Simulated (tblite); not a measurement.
C7H5NSe.
SMILES with atom numbers: `[N:1]#[C:2][Se:3][c:4]1[cH:5][cH:6][cH:7][cH:8][cH:9]1` (hydrogens: H10 on C5; H11 on C6; H12 on C7; H13 on C8; H14 on C9)

Structure used (GFN2-xTB), in Å, numbered top down from 1:
```xyz
14
C7H5NSe angstrom
N      3.6782    0.3875    1.3859
C      3.2108   -0.0122    0.4174
Se     2.4687   -0.6507   -1.1133
C      0.6412   -0.2787   -0.5401
C     -0.1176   -1.2980    0.0099
C     -1.4108   -1.0283    0.4239
C     -1.9340    0.2465    0.2840
C     -1.1674    1.2570   -0.2731
C      0.1262    0.9980   -0.6915
H      0.2988   -2.2896    0.1175
H     -2.0078   -1.8166    0.8577
H     -2.9423    0.4534    0.6105
H     -1.5754    2.2505   -0.3840
H      0.7306    1.7806   -1.1271
```

Method: GFN2-xTB as coded in tblite; computed harmonic values from a numerical Hessian at the method's own geometry, unscaled. This tight-binding method is rough: wavenumbers can miss measured ones by several per cent, in bad cases by 10 to 20. One conformer, not necessarily the lowest. The optimisation stopped once no atom felt more than 0.01 eV/Å.

Lowest wavenumbers of the output (negative numbers stand for imaginary wavenumbers):
```
mode    cm-1
  1     -29.8
  2      62.1
  3     171.2
  4     215.9
  5     278.5
  6     339.4
  7     365.3
  8     369.0
```

**Question.** Is this structure a minimum?

**Answer.** Not by this Hessian. 1 mode is imaginary beyond 20i (30i cm⁻¹), so at this level the point lies at or near a first-order saddle. The curvature is small, so loose convergence or finite differences may be the whole cause.

**Question.** Which atoms move in the imaginary mode?

**Answer.** 30i: N1 (cyano nitrogen) 26 %, C9 (aromatic CH carbon) 12 %, C6 (aromatic CH carbon) 12 %, C5 (aromatic CH carbon) 12 %. These are shares of the mass-weighted motion.

**Question.** What is the remedy?

**Answer.** Step along that mode in both directions, optimise again with tighter thresholds and repeat the frequencies. The zero-point energy of this point (59.9 kcal/mol) counts the 35 real modes alone, and thermal corrections from it aren't those of a minimum.
